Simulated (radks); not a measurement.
All-electron atom: Pt2+ in [Xe] 4f14 5d8. Calculated with a radial shooting solver on a logarithmic mesh with Libxc functionals: scalar-relativistic Kohn-Sham, PBE, spin-polarised, spherical densities, finite nucleus; open shells are filled with parallel spins first (spin-orbit coupling, left out, can overturn this in heavy ions); Fermi nuclear charge, rms radius 5.427 fm.

X-ray form factor f0, the Fourier transform of the density (f0(0) = 76):

sin(theta)/lambda (1/angstrom),f0 (electrons)
0.05,75.232
0.1,73.084
0.15,69.941
0.2,66.259
0.25,62.418
0.3,58.672
0.4,51.917
0.5,46.269
0.6,41.537
0.8,33.902
1,27.899
1.25,22.304
1.5,18.583
2,14.527
